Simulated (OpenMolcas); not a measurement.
## Ar+: thermal populations, the spin-orbit constant, worked from levels

- Program: OpenMolcas
- Basis: ANO-RCC-VTZP [5s4p2d1f]
- Scalar Hamiltonian: DKH2, point nucleus
- Active space: 7 electrons in 9 orbitals (RAS2 3s 3p; RAS3 3d, at most 2 electrons)
- State averaging: 2S+1 = 2 odd, 3 roots; 2S+1 = 2 even, 1 root
- Spin-orbit coupling: state interaction with AMFI integrals over the reference wave functions, term energies averaged over their components

Methods: RASSCF; SS-RASPT2, IPEA 0.25 Eh, imaginary shift 0.1 Eh (closed shells correlated: 2s 2p). Measured levels: NIST Handbook of Basic Atomic Spectroscopic Data.

**Thermal populations.** Z = Σ (2J + 1) exp(-E/kT) with k = 0.695035 cm-1/K, over the levels below. No other level of either list lies under 90000 cm-1, which is above 7 kT at each temperature.

```json
{"Level": "3s² 3p⁵ ²P°_3/2", "2J + 1": "4", "SS-RASPT2": "0.0", "measured": "0.0"}
{"Level": "3s² 3p⁵ ²P°_1/2", "2J + 1": "2", "SS-RASPT2": "1268", "measured": "1432"}
```

```json
{"T (K)": "5000", "Z, SS-RASPT2": "5.389", "Z, measured levels": "5.325", "Ground level (%), SS-RASPT2": "74.2", "Ground level (%), measured levels": "75.1"}
{"T (K)": "8000", "Z, SS-RASPT2": "5.592", "Z, measured levels": "5.546", "Ground level (%), SS-RASPT2": "71.5", "Ground level (%), measured levels": "72.1"}
{"T (K)": "12000", "Z, SS-RASPT2": "5.718", "Z, measured levels": "5.684", "Ground level (%), SS-RASPT2": "70.0", "Ground level (%), measured levels": "70.4"}
```

At 12000 K, kT = 8340 cm-1, and the computed levels give Z = 4.000 + 1.718 = 5.718.

**The spin-orbit constant.** For the Hund term ²P° of p5, E(J) = (A/2) J(J+1) + constant and ζ = -2S·A = -A. From J = 1/2 to J = 3/2 the energy changes by 1.5 A.

```
   Source  E(3/2) - E(1/2)       A    ζ
   RASSCF          -1268.4  -845.6  846
SS-RASPT2          -1268.4  -845.6  846
 measured          -1431.6  -954.4  954
```

All in cm-1. SS-RASPT2 is off by -11.4 % and RASSCF by -11.4 %. Both methods take the spin-orbit matrix elements from the reference wave functions, so the second can move ζ only through the term energies and any multistate remixing.

Active for correlation alone: 3d; no level in the range computed is led by a configuration that fills it, so any true level of that kind is missing. Without dynamic correlation excited terms often stand tens of per cent too high (terms of higher spin than the ground term too low), and those without a measured partner can miss by more than the paired ones (holds for RASSCF). Measured partners are found by configuration, term and J. A level has none where our copy of the source lacks it or the pairing is in doubt (some pairs that miss far off the trend of their configuration count as doubtful), and it then counts in no deviation. Levels of configurations outside the active space are missing.

° marks odd parity.
